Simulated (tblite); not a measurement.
Compound: C₅H₇PSi.
Numbering: `[SiH3:1][c:2]1[cH:3][cH:4][cH:5][cH:6][p:7]1` (hydrogens: H8, H9, H10 on Si1; H11 on C3; H12 on C4; H13 on C5; H14 on C6)

Computed with GFN2-xTB (tblite), gas phase: L-BFGS steps from a force-field or distance-geometry start until the largest atomic force falls under 0.01 eV/Å.

Step 5: E = -502.6802 eV
```
atom  x, y, z in Å  |  force x, y, z in eV/Å
Si1     2.5964   -0.2973    0.1287   -0.032   0.044  -0.010
C2      0.6936   -0.2146    0.0352   -0.031  -0.110   0.006
C3      0.0202    0.9925   -0.0532    0.043  -0.045   0.017
C4     -1.3575    1.1267   -0.1170    0.000   0.074  -0.011
C5     -2.2349    0.0569   -0.1011   -0.014   0.033   0.006
C6     -1.8259   -1.2543   -0.0218    0.236   0.034   0.002
P7     -0.1624   -1.7469    0.0712    0.087  -0.069   0.006
H8      3.1370   -1.0495   -1.0103   -0.103  -0.007   0.037
H9      3.1582    1.0588    0.0874   -0.110   0.004  -0.001
H10     3.0200   -0.9346    1.3817   -0.094  -0.006  -0.047
H11     0.6009    1.9071   -0.0704    0.079  -0.018  -0.002
H12    -1.7738    2.1203   -0.1839   -0.001   0.089   0.000
H13    -3.2927    0.2662   -0.1509   -0.132   0.025  -0.015
H14    -2.5800   -2.0319   -0.0176    0.072  -0.049   0.010
```

Step 6: E = -502.6869 eV
```
atom  x, y, z in Å  |  force x, y, z in eV/Å
Si1     2.5869   -0.2942    0.1275    0.112   0.017   0.014
C2      0.6938   -0.2169    0.0363   -0.092  -0.140  -0.006
C3      0.0198    0.9870   -0.0530    0.024   0.037   0.018
C4     -1.3569    1.1294   -0.1164    0.003   0.049  -0.017
C5     -2.2351    0.0625   -0.1015   -0.008  -0.086   0.015
C6     -1.8135   -1.2464   -0.0220    0.023  -0.066   0.000
P7     -0.1566   -1.7499    0.0712    0.069  -0.050   0.008
H8      3.1280   -1.0497   -1.0058   -0.084  -0.024  -0.009
H9      3.1487    1.0590    0.0874   -0.092   0.046  -0.004
H10     3.0117   -0.9347    1.3762   -0.082  -0.016  -0.007
H11     0.6052    1.8969   -0.0702    0.091   0.049  -0.004
H12    -1.7716    2.1212   -0.1837   -0.004   0.169  -0.003
H13    -3.2963    0.2656   -0.1517   -0.046   0.009  -0.009
H14    -2.5648   -2.0301   -0.0165    0.085   0.004   0.005
```

Q: Estimate the geometry and energy of step 7. (The exact step hangs on the optimiser's Hessian estimate; all steps are aligned on step 6, rigid shifts and turns removed.)

A: E = -502.6896 eV, largest force 0.138 eV/Å
```
atom  x, y, z in Å  |  force x, y, z in eV/Å
Si1     2.5842   -0.2925    0.1271    0.111  -0.001   0.016
C2      0.6927   -0.2202    0.0367   -0.069  -0.062  -0.010
C3      0.0201    0.9851   -0.0525    0.004   0.042   0.014
C4     -1.3567    1.1314   -0.1165   -0.003   0.046  -0.015
C5     -2.2353    0.0641   -0.1015    0.009  -0.110   0.013
C6     -1.8073   -1.2441   -0.0220   -0.052  -0.056   0.000
P7     -0.1525   -1.7529    0.0714    0.021  -0.042   0.007
H8      3.1223   -1.0503   -1.0039   -0.066  -0.034  -0.036
H9      3.1427    1.0600    0.0873   -0.075   0.072  -0.006
H10     3.0065   -0.9350    1.3737   -0.066  -0.024   0.022
H11     0.6088    1.8932   -0.0702    0.078   0.044  -0.002
H12    -1.7707    2.1246   -0.1837    0.014   0.137  -0.002
H13    -3.2989    0.2655   -0.1522    0.031  -0.013  -0.004
H14    -2.5566   -2.0294   -0.0159    0.063   0.001   0.002
```

The energy changes by -0.0027 eV. The first-order estimate −F·Δx gives -0.0037 eV and the mean of the old and new forces, exact on a quadratic surface, -0.0027 eV. The step makes an angle of 57° with the force vector and moves no atom by more than 0.008 Å.

What follows is the cost of the whole relaxation. On Arm Neoverse V1, one thread, on a shared host, this took 0.13 s of wall time.
